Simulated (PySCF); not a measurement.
## Ta⁷⁰⁺ (tantalum, charge +70): UHF calculation

Configuration: [He] 2s1, 2S determinant. Calculation: PySCF 2.14, in an even-tempered Gaussian basis (18 s from 50 bohr⁻², ratio 2.2; 8 p from 76 bohr⁻², ratio 2.4; 5 d from 230 bohr⁻², ratio 2.4; 5 f from 340 bohr⁻², ratio 2.4; 4 g from 510 bohr⁻², ratio 2.4); the spin-free X2C one-electron Hamiltonian (Gaussian nucleus).

```
Total energy             : -6418.968348 hartree
One-electron energy      : -6506.0146 hartree
Hartree (Coulomb) energy : 149.5021 hartree
Exchange energy          : -62.4559 hartree
⟨S²⟩                     : 0.7500
⟨L²⟩                     : 0.000
Sum of ⟨r⟩               : 0.1100 bohr
Sum of ⟨r²⟩              : 0.007467 bohr²
```

```csv
shell,electrons,mean orbital energy (eV),"rms radius, mean of both spins (bohr)"
1s α,1,-76626.4,0.0210
1s β,1,-76560.2,0.0210
2s α,1,-19113.8,0.0811
```

Densities and radii are taken from the X2C orbitals without a picture-change correction, which distorts them close to the nucleus.
